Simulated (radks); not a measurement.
Values are calculated unless marked as measured or tabulated.
Sr VIII, configuration [Ar] 3d(3/2: 4, 5/2: 5) 4s2 4p(1/2: 2, 3/2: 0) (not the ground configuration).

Level of theory: Dirac Kohn-Sham, PBE, spin-unpolarised, spherical densities, finite nucleus; Fermi nuclear charge, rms radius 4.224 fm (a radial shooting solver on a logarithmic mesh with Libxc functionals).

Energy parts (eV):
total: -86019.388
kinetic: 88636.384
electron-nucleus: -203797.529
Hartree: 31886.312
exchange-correlation: -2744.554

Orbitals (lengths in bohr, moments of r in powers of bohr; r(max) is where P^2 peaks):
1s1/2: occ. 2; eigenvalue (eV) -16063.07; <r> 0.03916; r(max) 0.02553; <r^4> 0.00001103
2s1/2: occ. 2; eigenvalue (eV) -2288.768; <r> 0.1721; r(max) 0.1452; <r^4> 0.002115
2p1/2: occ. 2; eigenvalue (eV) -2095.012; <r> 0.1474; r(max) 0.1137; <r^4> 0.001431
2p3/2: occ. 4; eigenvalue (eV) -2026.563; <r> 0.1516; r(max) 0.1171; <r^4> 0.001569
3s1/2: occ. 2; eigenvalue (eV) -456.8469; <r> 0.4864; r(max) 0.4336; <r^4> 0.1145
3p1/2: occ. 2; eigenvalue (eV) -386.4046; <r> 0.4840; r(max) 0.4219; <r^4> 0.1224
3p3/2: occ. 4; eigenvalue (eV) -375.5722; <r> 0.4939; r(max) 0.4305; <r^4> 0.1322
3d3/2: occ. 4; eigenvalue (eV) -252.3756; <r> 0.4794; r(max) 0.3695; <r^4> 0.1505
3d5/2: occ. 5; eigenvalue (eV) -250.4319; <r> 0.4826; r(max) 0.3720; <r^4> 0.1543
4s1/2: occ. 2; eigenvalue (eV) -138.1036; <r> 1.197; r(max) 1.107; <r^4> 3.739
4p1/2: occ. 2; eigenvalue (eV) -117.3127; <r> 1.277; r(max) 1.171; <r^4> 4.979
4p3/2: occ. 0; eigenvalue (eV) -115.4443; <r> 1.296; r(max) 1.190; <r^4> 5.266

The highest occupied level is 4p1/2 at -117.31 eV. The electron density at the nucleus is 6.105e+04 e/bohr^3. The density falls to 0.001 e/bohr^3 at r = 2.57 bohr.
